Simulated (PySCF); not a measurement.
Delta-SCF ions had no search for a lower state. Excitations are Tamm–Dancoff values on a coarser integration grid. The basis has no diffuse functions, so Rydberg states are missing or too high.

Z-matrix (Å, degrees):
```
Si
H 1 1.4886
C 1 1.8934 2 110.49
H 3 1.0901 1 112.14 2 44.11
H 3 1.0908 4 108.74 1 -122.88
H 3 1.0922 4 108.11 5 -116.61
Si 1 2.2052 2 112.91 3 129.38
O 7 1.6508 1 121.34 2 39.76
H 8 0.9613 7 118.55 1 128.99
H 7 1.4902 8 109.32 9 -13.78
```
Charge 0, multiplicity 1.

Task: Give the total energy, brightest of the four lowest singlets (TDA), dipole moment, S1–T1 gap (TDA), HOMO–LUMO gap, T1 excitation (TDA), vertical ionisation energy (Delta-SCF) and S1 excitation (TDA) at the level TPSSh-D3(BJ)/def2-TZVP // B3LYP-D3(BJ)/def2-TZVP in PySCF.

Result: 
The total energy is -696.0277 Ha and the brightest of the four lowest singlets (TDA) is 4.25 eV. The dipole moment comes out as 1.45 D and the S1–T1 gap (TDA) is 2.31 eV. The HOMO–LUMO gap is 3.05 eV and the T1 excitation (TDA) comes out as 1.49 eV. The vertical ionisation energy (Delta-SCF) comes out as 7.41 eV and the S1 excitation (TDA) is 3.79 eV.
